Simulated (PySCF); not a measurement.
Molecular orbitals of TeN⁻

PBE0 at R = 1.980 Å; Te def2-SVPD with ECP28, N def2-SVPD; scalar-relativistic core potentials (PySCF 2.14). State: ³Σ⁻ (triplet), unpaired electrons π ↑↑. Only the outer orbitals are listed, counted within each symmetry, core potentials removing the inner ones.

```csv
spin,orbital,occ.,ε (eV),on Te (%),main shells (%)
α,5σ,1,-16.15,18,"79 N s, 15 Te s"
α,6σ,1,-9.75,80,"77 Te s, 16 N s"
α,3π,1,-3.46,26,"73 N p, 24 Te p"
α,3π,1,-3.46,26,"73 N p, 24 Te p"
α,7σ,1,-3.21,40,"53 N p, 36 Te p"
α,4π,1,-0.13,78,"74 Te p, 22 N p"
α,4π,1,-0.13,78,"74 Te p, 22 N p"
α,8σ,0,3.78,105,99 Te p
α,5π,0,4.63,100,100 Te p
α,5π,0,4.63,100,100 Te p
β,5σ,1,-14.09,37,"58 N s, 32 Te s"
β,6σ,1,-8.54,67,"63 Te s, 32 N s"
β,7σ,1,-2.36,42,"48 N p, 38 Te p, 10 N s"
β,3π,1,-1.28,79,"78 Te p, 20 N p"
β,3π,1,-1.28,79,"78 Te p, 20 N p"
β,4π,0,3.70,41,"58 N p, 21 Te p, 20 Te d"
β,4π,0,3.70,41,"58 N p, 21 Te p, 20 Te d"
β,8σ,0,4.00,108,106 Te p
```

Which are the highest filled and the lowest empty level, where do they sit, and how wide is the gap?

Highest filled α 4π at -0.13 eV (in %: 74 Te p, 22 N p); lowest empty β 4π at 3.70 eV (in %: 58 N p, 21 Te p, 20 Te d); the gap at PBE0 is 3.83 eV. Both belong to one degenerate shell, split only by its one-sided filling, so this is no excitation gap. An empty level above zero is unbound, and its energy depends on the basis.

```
bond order (Mayer)                                                                                                : 1.76
⟨S²⟩                                                                                                              : 2.024
charge on Te (Mulliken, basis-dependent)                                                                          : -0.50
charge on Te (Löwdin, basis-dependent)                                                                            : -0.37
dipole moment (positive dipole points towards N; it is taken about the centre of mass and depends on that origin) : -2.59 D
polarisability along the bond                                                                                     : 83.8 bohr³
polarisability across the bond                                                                                    : 72.3 bohr³
```

Shares are Mulliken populations and can fall outside 0 to 100 %.

Spin–orbit coupling is left out. The state is the lowest determinant that a PBE0 search found; another state may lie lower at other levels.
